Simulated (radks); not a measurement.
The numbers below are computed, except where a source is named.
Ionisation of the osmium ion Os71+, [He] 2s2 2p1, to Os72+, [He] 2s2, under several functionals. Scalar-relativistic Kohn-Sham, spin-polarised, spherical densities, point nucleus; open shells are filled with parallel spins first (spin-orbit coupling, left out, can overturn this in heavy ions); a radial shooting solver on a logarithmic mesh with Libxc functionals.

functional                               E(Os71+) (hartree)  Exc (hartree)  IE (eV)  -e(HOMO) (eV)  <r> HOMO (bohr)  IE error (eV)
XLYP                                             -8473.6398       -82.6493  18847.4        18682.7          0.06403        -1182.6
exchange-only B88                                -8472.8810       -81.8931  18845.0        18680.4          0.06403        -1185.0
exchange-only LDA                                -8463.2438       -72.2819  18833.1        18668.9          0.06404        -1196.9
LDA (Slater exchange, VWN5 correlation)          -8463.9625       -73.0004  18836.6        18672.2          0.06404        -1193.4
PW91                                             -8472.7693       -81.7798  18846.5        18681.7          0.06403        -1183.5
OLYP                                             -8472.6236       -81.6514  18843.1        18683.0          0.06404        -1186.9
PBE                                              -8472.3994       -81.4129  18844.4        18679.5          0.06404        -1185.6

NIST Atomic Spectra Database: 20030 eV (theoretical). Closest: XLYP. The Delta-SCF values span 14.36 eV, the total energies 10.40 hartree. The highest occupied level is 2p. Open shells are spherical and high-spin; term and fine-structure splittings are not resolved. Spin-orbit splitting is averaged out at the scalar-relativistic level. Nuclear size, the Breit interaction and QED, all absent here, shift the 1s and 2s values of heavy ions.
